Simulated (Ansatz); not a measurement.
Program: Ansatz. Geometries: PBE0-D4/def2-TZVP. ΔE: electronic, gas phase. CBS: MP2 limit from def2 TZ/QZ plus the TZ coupled-cluster correction, frozen cores. This one scheme is used for every species. Functionals use def2-TZVPP. B3LYP here is the variant with VWN-RPA as its local correlation; programs differ in this. Each species was taken in one conformer, which may not be the lowest.

Reaction (ligand exchange at the Si–Cl bond): `[SiH3][SiH2]Cl` + `[NH2][AlH][OH]` → `[NH2][AlH][O][SiH2][SiH3]` + HCl

`[SiH3][SiH2]Cl`:

Z-matrix (Å, degrees):
```
Si
Si 1 2.338
H 1 1.486 2 109.6
H 1 1.488 2 109.6 3 119.9
H 1 1.486 2 109.6 3 -120.2
Cl 2 2.065 1 108.7 3 60.2
H 2 1.485 1 111.8 3 -58.6
H 2 1.485 1 111.9 3 179.0
```

`[NH2][AlH][OH]`:

```xyz
7

N    -1.111   -0.208    0.713
Al    0.358   -0.268   -0.255
O     1.091    1.218   -0.627
H    -1.543    0.633    1.058
H    -1.636   -1.018    0.999
H     0.951   -1.648   -0.743
H     1.889    1.291   -1.145
```

`[NH2][AlH][O][SiH2][SiH3]`:

Z-matrix (Å, degrees):
```
Si
Si 1 2.349
O 1 1.627 2 110.6
H 1 1.490 2 109.4 3 -121.3
H 1 1.491 2 109.1 3 121.3
H 2 1.489 1 111.5 3 -175.1
H 2 1.492 1 110.0 3 -55.2
H 2 1.490 1 111.1 3 63.7
Al 3 1.690 1 154.8 2 16.6
N 9 1.761 3 118.5 1 3.7
H 9 1.571 3 120.0 1 -176.1
H 10 1.007 9 125.5 3 1.5
H 10 1.007 9 124.1 3 -178.9
```

HCl:

Cartesian coordinates in Å:
```
Cl -0.112 -0.523 0.350
H 0.112 0.523 -0.350
```

Task: Is it downhill or uphill in electronic energy at CCSD(T)/CBS, and by how much? (Best estimate.)

Result: Computed: Downhill: ΔE = -0.14 eV.

Task: What do these levels give: PBE-D4, r2SCAN-D4, PBE0-D4, ωB97X-V, ωB97M-V, B3LYP? (Estimate.)

Result: Computed: PBE-D4 -0.06, r2SCAN-D4 -0.12, PBE0-D4 -0.09, ωB97X-V -0.13, ωB97M-V -0.12, B3LYP -0.11 eV.

Largest T1 diagnostic among the species: 0.012.

The D4 term adds −0.07 eV with B3LYP and −0.04 eV with PBE0; it sums over pairs of atoms, weighted by their polarisabilities, and B3LYP, whose exchange is more repulsive, gets the larger term.
